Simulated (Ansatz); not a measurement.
`CC(Cl)BS` and `CC(Cl)I` differ in one atom or group.

Ansatz, PBE0-D4/def2-TZVP geometries, multiplicity 1. Each molecule was computed in one conformer, which needn't be the lowest.

Elements past krypton have def2 core potentials.

```tsv
property	`CC(Cl)BS`
HOMO–LUMO gap (PBE0/def2-TZVPP) / eV	6.80
LUMO energy (PBE/def2-TZVPP) / eV	-2.19
LUMO energy (PBE0/def2-TZVPP) / eV	-1.25
HOMO energy (ωB97M-V/def2-TZVPP) / eV	-10.25
HOMO–LUMO gap (ωB97M-V/def2-TZVPP) / eV	10.99
HOMO–LUMO gap (B3LYP/def2-TZVPP) / eV	6.37
```

(1) Give the same properties after the change, and the shifts. (Best estimate.)

Results:

(1) Computed: 
| property | `CC(Cl)I` | shift |
| --- | --- | --- |
| HOMO–LUMO gap (PBE0/def2-TZVPP) / eV | 6.16 | -0.64 |
| LUMO energy (PBE/def2-TZVPP) / eV | -2.24 | -0.05 |
| LUMO energy (PBE0/def2-TZVPP) / eV | -1.34 | -0.09 |
| HOMO energy (ωB97M-V/def2-TZVPP) / eV | -9.67 | 0.58 |
| HOMO–LUMO gap (ωB97M-V/def2-TZVPP) / eV | 10.31 | -0.68 |
| HOMO–LUMO gap (B3LYP/def2-TZVPP) / eV | 5.67 | -0.70 |

With PBE0 the HOMO rises by 0.55 eV and the LUMO falls by 0.09 eV, so the gap narrows by about 0.64 eV. PBE moves the HOMO by 0.44 eV and ωB97M-V by 0.58 eV.

B3LYP here is the variant with VWN-RPA as its local correlation; programs differ in this.

Spin–orbit coupling is left out; it splits and shifts lone-pair levels of the heavy atoms by tenths of an eV.
